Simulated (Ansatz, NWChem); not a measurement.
How basis sets differ on BBrCl2 (bromodichloroborane)

BBrCl2: 4 atoms, total charge 0, spin state singlet. SMILES: `ClB(Cl)Br`. Geometry: relaxed at PBE0-D4/def2-TZVP.

Quantity: the electronic atomisation energy, in eV. The values are calculated. Electronic energies at fixed atoms, without zero-point motion or spin-orbit coupling.

```json
{"level": "MP2/LANL2DZ (core potential)", "kind": "perturbation theory", "program": "Ansatz", "value (eV)": "9.80", "CPU time (all runs)": "0.32 s"}
{"level": "MP2/cc-pVDZ", "kind": "perturbation theory", "program": "NWChem", "value (eV)": "13.00", "CPU time (all runs)": "4.5 min"}
{"level": "MP2/def2-mTZVP", "kind": "perturbation theory", "program": "Ansatz", "value (eV)": "12.98", "CPU time (all runs)": "2.3 s"}
{"level": "MP2/def2-mTZVPP", "kind": "perturbation theory", "program": "Ansatz", "value (eV)": "13.13", "CPU time (all runs)": "2.8 s"}
{"level": "MP2/def2-TZVP", "kind": "perturbation theory", "program": "Ansatz", "value (eV)": "13.81", "CPU time (all runs)": "4.8 s"}
{"level": "MP2/def2-QZVP", "kind": "perturbation theory", "program": "Ansatz", "value (eV)": "14.07", "CPU time (all runs)": "27 s"}
```

All-electron rows without a relativistic Hamiltonian named are non-relativistic, while core potentials hold scalar relativity, so basis and relativity change together. The values span 9.80 to 14.07 eV. In the correlated wave-function rows the outer d shell of Br is correlated, in sets not made for it. Without the sets that lack polarisation functions the rows with a basis span only 12.98 to 14.07 eV. Times are those of the runs behind each value, whatever else they computed, on shared processors of several kinds: orders of magnitude only.
